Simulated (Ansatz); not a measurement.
Reaction (ligand exchange at a Zn–S bond): `C[S][ZnH]` + `CNC` → `C[N](C)[ZnH]` + CH₃SH

Calculated with Ansatz (gas phase, PBE0-D4/def2-TZVP geometries, no zero-point term in ΔE). CCSD(T)/CBS adds triple-zeta CCSD(T) − MP2 to the extrapolated MP2 energy (def2 sets, frozen cores). This one scheme is used for every species. Functionals use def2-TZVPP. For Zn outer-core shells are correlated without core-valence functions, which leaves a few kJ/mol of doubt a bond. Scalar relativity is left out up to krypton.

```tsv
species	r2SCAN energy (Eh)
`C[S][ZnH]`	-2218.07450
`CNC`	-135.12872
`C[N](C)[ZnH]`	-1914.50202
CH₃SH	-438.67254
```

Problem. Work out ΔE.

Solution. ΔE = (-1914.50202) + (-438.67254) − (-2218.07450) − (-135.12872) = 0.02866 Eh = +75.2 kJ/mol. CCSD(T)/CBS gives +75.6 kJ/mol.

Largest T1 diagnostic among the species: 0.015.

From BLYP to BHLYP (50 % exact exchange), in def2-TZVPP and without D4, ΔE moves by +10.4 kJ/mol. Leaving LDA and LC-ωPBE aside and taking each functional with its dispersion term where it has one, the values, not all of them listed here, spread over 12.8 kJ/mol, from BLYP-D4 to BHLYP-D4. LDA lies −9.7 kJ/mol from PBE without D4.
